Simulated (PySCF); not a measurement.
Molfile (atoms numbered from 1):
```
CH8AlNO
     RDKit          3D

 12 11  0  0  0  0  0  0  0  0999 V2000
    1.8260   -1.1181    0.4199 C   0  0  0  0  0  0  0  0  0  0  0  0
    0.5713   -0.5828    0.2076 O   0  0  0  0  0  0  0  0  0  0  0  0
   -0.1286    1.0072    0.2892 Al  0  0  0  0  0  4  0  0  0  0  0  0
   -1.9178    0.3430   -0.4464 N   0  0  0  0  0  0  0  0  0  0  0  0
    2.6165   -0.6232   -0.1816 H   0  0  0  0  0  0  0  0  0  0  0  0
    1.8460   -2.1898    0.1448 H   0  0  0  0  0  0  0  0  0  0  0  0
    2.1463   -1.0582    1.4804 H   0  0  0  0  0  0  0  0  0  0  0  0
    0.3210    2.0633   -0.8338 H   0  0  0  0  0  0  0  0  0  0  0  0
   -0.5643    1.5510    1.7355 H   0  0  0  0  0  0  0  0  0  0  0  0
   -1.7590   -0.0940   -1.3556 H   0  0  0  0  0  0  0  0  0  0  0  0
   -2.6391    1.0562   -0.5570 H   0  0  0  0  0  0  0  0  0  0  0  0
   -2.2800   -0.3822    0.1748 H   0  0  0  0  0  0  0  0  0  0  0  0
  1  2  1  0
  2  3  1  0
  3  4  1  0
  1  5  1  0
  1  6  1  0
  1  7  1  0
  3  8  1  0
  3  9  1  0
  4 10  1  0
  4 11  1  0
  4 12  1  0
M  CHG  2   3  -1   4   1
M  END
```

Geometry: PBE0-D3(BJ)/def2-SVP; GIAO shifts from PySCF 2.14, gas phase, non-relativistic, averaged over equivalent atoms.

At PBE0/aug-cc-pVDZ (168 basis functions, 14 s wall time on 1 thread of an Arm Neoverse V1, shared host):
```tsv
atoms	δ (ppm)
C1	50.0
O2	9.8
Al3	49.2
N4	26.5
H8/H9	4.45
H5/H6/H7	3.83
H10/H11/H12	1.73
```

δ = σ(ref) − σ, references computed at the same level: 13C (195.12 ppm) and 1H (31.39 ppm) against TMS; 17O (335.91 ppm) vs H2O; 27Al (541.08 ppm) vs AlH4-; 15N (269.84 ppm) against NH3.

Problem. What do these become at OPBE/pcSseg-2?

Solution. 
```
      atoms  δ at OPBE/pcSseg-2  change
         C1                55.1    +5.1
         O2                15.3    +5.5
        Al3                43.1    -6.1
         N4                31.7    +5.2
      H8/H9                4.16   -0.29
   H5/H6/H7                3.86   +0.03
H10/H11/H12                1.71   -0.02
```

Referencing at the same level of theory: 13C (σref 184.41), 1H (σref 31.20) against TMS; 17O (σref 329.21) against H2O; 27Al (σref 496.74) against AlH4-; 15N (σref 262.82) vs NH3.

The largest change is at Al3 (aluminium bonded to N, O, 2 H). Cost: 263 basis functions, 55 s wall time on 1 thread of an Intel Xeon Platinum 8259CL, shared host.

Experimental scales use liquid or dissolved standards, which lie at an offset from isolated NH3 (liquid NH3: subtract about 20 ppm) and H2O (liquid H2O: subtract about 36 ppm).
